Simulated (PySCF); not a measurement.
**NaZn⁻: input and log**

State: ¹Σ⁺ (singlet), closed shell.

An equivalent input (the run itself took its basis sets from the Basis Set Exchange, started from a PBE0 density and held the occupation σ 11α 11β, πx 4α 4β, πy 4α 4β, δx 1α 1β, δy 1α 1β):

```python
from pyscf import gto, scf, cc
mol = gto.M(atom='Na 0 0 0; Zn 0 0 3.463', basis={'Na': 'def2-SVPD', 'Zn': 'def2-SVPD'},
            charge=-1, spin=0, verbose=4, symmetry='C2v')
mf = scf.RHF(mol)
mf.irrep_nelec = {'A1': 24, 'A2': 2, 'B1': 8, 'B2': 8}
mf.conv_tol = 1e-9
mf.max_cycle = 60
mf.diis_space = 10
mf.kernel()
mycc = cc.CCSD(mf, frozen=[0, 1, 2, 3, 4, 5])
mycc.run(conv_tol=1e-7, conv_tol_normt=1e-5, max_cycle=80, diis_space=8)
et = mycc.ccsd_t()
```

The SCF ended at -1939.34156339 hartree. The coupled-cluster part of the log:

```
******** <class 'pyscf.cc.ccsd.CCSD'> ********
CC2 = 0
CCSD nocc = 15, nmo = 46
frozen orbitals [0, 1, 2, 3, 4, 5]
max_cycle = 80
direct = 0
conv_tol = 1e-07
conv_tol_normt = 1e-05
diis_space = 8
diis_start_cycle = 0
diis_start_energy_diff = 1e+09
Init t2, MP2 energy = -1939.71945883626  E_corr(MP2) -0.377895451100724
Init E_corr(CCSD) = -0.377895451106502
cycle = 1  E_corr(CCSD) = -0.350984790738609  dE = 0.0269106604  norm(t1,t2) = 0.0939519
cycle = 2  E_corr(CCSD) = -0.36929455303324  dE = -0.0183097623  norm(t1,t2) = 0.0435289
cycle = 3  E_corr(CCSD) = -0.366191036627984  dE = 0.00310351641  norm(t1,t2) = 0.0226889
cycle = 4  E_corr(CCSD) = -0.369942985938386  dE = -0.00375194931  norm(t1,t2) = 0.0122082
cycle = 5  E_corr(CCSD) = -0.370213435854785  dE = -0.000270449916  norm(t1,t2) = 0.0034155
cycle = 6  E_corr(CCSD) = -0.369956055914519  dE = 0.00025737994  norm(t1,t2) = 0.00175405
cycle = 7  E_corr(CCSD) = -0.369934632038216  dE = 2.14238763e-05  norm(t1,t2) = 0.000559552
cycle = 8  E_corr(CCSD) = -0.36994903309648  dE = -1.44010583e-05  norm(t1,t2) = 0.000276389
cycle = 9  E_corr(CCSD) = -0.369954773177988  dE = -5.74008151e-06  norm(t1,t2) = 0.000137075
cycle = 10  E_corr(CCSD) = -0.369952749942002  dE = 2.02323599e-06  norm(t1,t2) = 6.71382e-05
cycle = 11  E_corr(CCSD) = -0.369953646554691  dE = -8.96612689e-07  norm(t1,t2) = 3.75411e-05
cycle = 12  E_corr(CCSD) = -0.369955387981473  dE = -1.74142678e-06  norm(t1,t2) = 1.70665e-05
cycle = 13  E_corr(CCSD) = -0.369954089374014  dE = 1.29860746e-06  norm(t1,t2) = 8.09029e-06
cycle = 14  E_corr(CCSD) = -0.369954161885469  dE = -7.25114553e-08  norm(t1,t2) = 4.03394e-06
CCSD converged
E(CCSD) = -1939.711517547046  E_corr = -0.369954161885469
CCSD(T) correction = -0.0120461824378236
```

T1 diagnostic 0.009, D1 0.031, 30 electrons correlated.

Repeating this along the bond gives Re = 3.635 Å and ωe = 46.8 cm⁻¹.

A point of this curve took 4.9 CPU seconds beside 0.14 for the integrals, on Arm Neoverse V1 (shared host).

Correlated steps freeze 6 core orbitals.
